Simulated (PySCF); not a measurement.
Electric properties by functional and basis

Species: C2H10AsGa.
Atom-mapped SMILES: `[CH3:1][CH2:2][AsH2+:3][GaH3-:4]` (hydrogens: H5, H6, H7 on C1; H8, H9 on C2; H10, H11 on As3; H12, H13, H14 on Ga4)

Cartesian coordinates in Å at the PBE0-D3(BJ)/def2-SVP level; atoms count from 1:
```xyz
14
C2H10AsGa angstrom
C     -2.2898   -0.2969    0.3807
C     -0.9558    0.4265    0.3922
As     0.5396   -0.5645   -0.3808
Ga     2.8581    0.5970   -0.3598
H     -2.6097   -0.5426   -0.6436
H     -2.2471   -1.2368    0.9521
H     -3.0752    0.3300    0.8316
H     -0.6367    0.6844    1.4145
H     -0.9977    1.3750   -0.1664
H     -0.0662   -0.9837   -1.7037
H      0.3745   -1.8937    0.3256
H      2.9467    0.7818    1.2076
H      2.4353    1.8471   -1.2302
H      3.7170   -0.5392   -1.0376
```

PySCF, dipoles from the SCF density, polarisabilities from static response with core orbitals frozen. Isolated species at its PBE0-D3(BJ)/def2-SVP geometry (one conformer only). Relativistic effects, spin–orbit coupling among them, are left out although an element past zinc is present.

The anisotropy is √(½[(α1 − α2)² + (α2 − α3)² + (α3 − α1)²]).

| level | μ (D) | α (Å³) | anisotropy (Å³) |
| --- | --- | --- | --- |
| LDA/def2-SVPD | 4.730 | 15.31 | 5.97 |
| PBE/def2-SVPD | 4.705 | 14.92 | 5.80 |
| B3LYP/def2-SVPD | 4.696 | 14.42 | 5.20 |
| PBE0/def2-SVPD | 4.805 | 14.31 | 5.21 |
| BHandHLYP/def2-SVPD | 4.790 | 13.82 | 4.66 |
| CAM-B3LYP/def2-SVPD | 4.760 | 14.13 | 4.82 |
| wB97X-D/def2-SVPD | 4.833 | 14.18 | 4.84 |
| LC-wPBE/def2-SVPD | 4.891 | 13.73 | 4.58 |
| HF/def2-SVPD | 4.969 | 13.19 | 4.02 |
| PBE0/6-31G* | 5.051 | 12.00 | 4.81 |
| PBE0/def2-SVP | 4.908 | 12.56 | 4.48 |
| PBE0/aug-cc-pVDZ | 4.801 | 14.50 | 5.26 |
| PBE0/def2-TZVP | 4.816 | 13.74 | 5.12 |
| PBE0/def2-TZVPD | 4.788 | 14.45 | 5.28 |

The dipole runs from 4.70 D (B3LYP/def2-SVPD) to 5.05 D (PBE0/6-31G*). No reference polarisability is at hand; against PBE0 in the largest diffuse basis at hand (def2-TZVPD) the other PBE0 rows deviate by 6-31G* -17%, def2-SVP -13%, def2-SVPD -1%, aug-cc-pVDZ 0%, def2-TZVP -5%. In one basis (def2-SVPD) the functionals order the polarisability from HF (lowest) to LDA (highest), a spread of 16%. With PBE0 the polarisability is 12.77 Å³ without diffuse functions (mean of 6-31G*, def2-SVP and def2-TZVP) and 14.42 Å³ with them (mean of def2-SVPD, aug-cc-pVDZ and def2-TZVPD).

Without π bonds the low states are Rydberg-like; a valence basis with one diffuse set may place them up to an eV too high.
